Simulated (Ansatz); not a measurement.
Hf₂Cl₈⁻ (relaxed from a model of Hf2(Cl)8, whose bonding it doesn't keep). The state is a doublet with charge -1. Geometry r2SCAN-D4/def2-SVP, that of the neutral singlet; atoms count from 1.

```xyz
10

Hf   -1.8418    0.3557    0.8417
Cl   -2.0783    2.6449    0.4769
Cl   -3.9526   -0.4091    0.2028
Cl   -1.8801   -0.2157    3.1047
Cl   -0.7857   -1.0493   -0.9457
Hf    1.8449   -0.3877   -0.8177
Cl    2.3018   -2.6765   -0.8614
Cl    3.9440    0.4329   -0.2128
Cl    1.6257    0.5408   -2.9452
Cl    0.8220    0.7639    1.1566
```

In the def2 sets Hf takes a core potential; there is no spin–orbit coupling.

Problem. Estimate the Mulliken populations from the PBE0/def2-TZVP orbitals of Ansatz.

Solution. 
```tsv
atom	charge (e)	spin (α − β)	d electrons
Hf1	1.08	0.48	2.01
Cl2	-0.39	0.00	–
Cl3	-0.40	0.01	–
Cl4	-0.40	0.01	–
Cl5	-0.39	0.01	–
Hf6	1.08	0.49	2.02
Cl7	-0.40	0.01	–
Cl8	-0.40	0.01	–
Cl9	-0.39	0.00	–
Cl10	-0.39	0.00	–
```
Mulliken values and Mayer orders depend strongly on the basis.

Problem. Where does the spin sit?

Solution. Summed by element: Hf 0.97, Cl 0.03, of 1 unpaired in all. Largest on single atoms: Hf6 0.49, Hf1 0.48, Cl8 0.01.

Problem. And the Mayer bond orders between bonded heavy atoms (over 0.3)?

Solution. Hf1–Cl2 1.04 (2.33 Å); Hf1–Cl3 1.02 (2.33 Å); Hf1–Cl4 1.01 (2.33 Å); Hf1–Cl5 0.66 (2.51 Å); Hf1–Hf6 0.35 (4.11 Å); Hf1–Cl10 0.41 (2.71 Å); Cl5–Hf6 0.41 (2.72 Å); Hf6–Cl7 1.01 (2.33 Å); Hf6–Cl8 1.02 (2.33 Å); Hf6–Cl9 1.03 (2.33 Å); Hf6–Cl10 0.66 (2.50 Å).
